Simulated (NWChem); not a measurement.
AlHCl2; SMILES [AlH]([Cl])[Cl]

```xyz
4

Al     0.0000     0.0000    -0.7337
H      0.0000     0.0000    -2.3116
Cl    -1.8059     0.0000     0.3485
Cl     1.8059     0.0000     0.3485
```
Atoms are numbered in this order, from 1.

Results from NWChem. Pople sets run with spherical d functions. The geometry was optimised at PBE-D3(BJ)/def2-SVP. B3LYP is NWChem's, with the RPA form of VWN correlation. Vertical excitations in the gas phase; the lowest state need not have the same character in each row.

```tsv
level	lowest excitation, singlet (eV)	lowest state with f > 0.02, singlet (eV)	lowest triplet (eV)	orbital gap (eV)
PBE/6-31+G*, TDA	5.60	6.49	5.44	5.56
B3LYP/6-31+G*, TDA	___	___	___	___
LDA (Slater exchange, VWN5)/6-31+G*, TDA	5.51	6.45	5.37	5.46
LRC-wPBEh/6-31+G*, TDA	6.48	7.41	6.04	11.15
```

Problem. What belongs in the gaps?

Solution. 
- B3LYP/6-31+G*, TDA, lowest excitation, singlet (eV): 6.12
- B3LYP/6-31+G*, TDA, lowest state with f > 0.02, singlet (eV): 6.94
- B3LYP/6-31+G*, TDA, lowest triplet (eV): 5.88
- B3LYP/6-31+G*, TDA, orbital gap (eV): 7.22
